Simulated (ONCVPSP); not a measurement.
**Configuration tests for Zr (Z = 40) (ONCV)**

ONCVPSP 4.0.1 input, shortened (lines: element, Z, core and valence counts, functional; n l f; lmax; l rc ep ncon nbas qcut; lloc lpopt rc5 dvloc0; l nproj debl; icmod fcfact rcfact), PBE, scalar-relativistic:

```
  Zr 40.00    7    4        4      upf
    1    0    2.00
    2    0    2.00
    2    1    6.00
    3    0    2.00
    3    1    6.00
    3    2   10.00
    4    0    2.00
    4    1    6.00
    4    2    2.00
    5    0    1.75
    5    1    0.25
    2
    0    3.45    0.00    4    8    1.70
    1    2.40    0.00    4    9    7.00
    2    2.00    0.00    4    7    4.60
    4    5    1.90    1.00
    0    1    2.40
    1    2    2.40
    2    2    0.80
    3    5.25    1.75
```

Energies are relative to the spin-unpolarised reference configuration 4p6 4d2 5s1.75 5p0.25; without spin polarisation the order of configurations can differ from experiment.

| valence configuration | charge | ΔE all-electron (eV) | error AE − PS (meV) |
| --- | --- | --- | --- |
| 4p6 4d2 5s0 5p0 | +2 | 19.331 | -24 |
| 4p6 4d3 5s1 5p0 | 0 | 0.448 | -8.4 |

Q: What are ΔE and the potential's error for 4p6 4d2 5s2 5p0?

A: ΔE = -0.747 eV all-electron; the error (AE − PS) is -0.3 meV.

Q: What are ΔE and the potential's error for 4p6 4d2 5s1 5p0?

A: ΔE = 6.391 eV all-electron; the error (AE − PS) is -2.8 meV.

Levels in the configuration 4p6 4d2 5s0 5p0:

```
level  all-electron (eV)  pseudo (eV)
   4p            -46.920      -46.870
   4d            -17.300      -17.312
```

Note: ghosts flagged at negative energy: s at -24.1 eV; no localised positive-energy state flagged. A true bound ghost makes a file unfit for plane-wave use.
